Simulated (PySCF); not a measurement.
**SiAs, PBE0: how much the basis matters**

PySCF, UKS reference; doublet, unpaired electrons π ↑; De to Si + As without counterpoise correction.

```
                 basis                           relativity  functions  Re (Å)  ωe (cm⁻¹)  De (eV)  μ (D)
cc-pV(D+d)Z/cc-pVDZ-PP  scalar-relativistic core potentials         46   2.179        507     3.20  -0.49
cc-pV(T+d)Z/cc-pVTZ-PP  scalar-relativistic core potentials         78   2.172        507     3.29  -0.52
          x2c-TZVPPall                        spin-free X2C         90   2.170        508     3.30  -0.64
           def2-TZVPPD                        no relativity        102   2.172        510     3.35  -0.60
```

Task: How does each smaller set differ from the one with most functions, def2-TZVPPD?

Result: cc-pV(D+d)Z/cc-pVDZ-PP: +0.7 pm, -0.6 % in ωe, -0.15 eV in De; cc-pV(T+d)Z/cc-pVTZ-PP: +0.0 pm, -0.6 % in ωe, -0.06 eV in De; x2c-TZVPPall: -0.2 pm, -0.4 % in ωe, -0.05 eV in De. All at PBE0; the set with most functions is neither the basis-set limit nor always the best. The rows treat relativity differently, so the differences are not basis effects alone.

A positive dipole means Si(−)As(+). Spin–orbit coupling is left out. The state is the lowest determinant that a PBE0 search found; another state may lie lower at other levels.
